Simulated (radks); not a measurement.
Problem. Ionisation of the holmium ion Ho2+, [Xe] 4f11, to [Xe] 4f10 as the strength of local exchange is varied. Calculated with a radial shooting solver on a logarithmic mesh with Libxc functionals: Dirac Kohn-Sham, Slater X-alpha exchange (alpha = 2/3 is LDA exchange), no correlation, spin-unpolarised, spherical densities, point nucleus; open shells are shared between the two j in proportion to 2j + 1.

alpha  E(Ho2+) (hartree)  exchange (hartree)  IE (eV)  -e of the level emptied (eV)  <r> of it (bohr)
0.566        -12574.3181           -217.0683   21.848                13.310 (4f7/2)            0.8813
0.664        -12611.9644           -255.4923   24.420                15.467 (4f7/2)            0.8562
0.667        -12613.1187           -256.6723   24.502                15.536 (4f7/2)            0.8554
0.692        -12622.7432           -266.5150   25.185                16.120 (4f7/2)            0.8496
?            -12638.9303           -283.0862   26.356                17.128 (4f7/2)            0.8402

Which alpha was used in the last row?

Solution. alpha = 0.734. NIST Atomic Spectra Database: 22.79 eV (semi-empirical). The Delta-SCF value meets it near alpha = 0.60. Spin polarisation and multiplet splitting are left out, so open shells lie too high by an amount that depends on their filling. Sharing an open shell by 2j + 1 raises it above the true ground level by a part of the spin-orbit splitting, which enters the differences from NIST.

Beside tabulated values, note that spin-unpolarised runs miss the spin-polarisation part of the exchange energy of open shells.
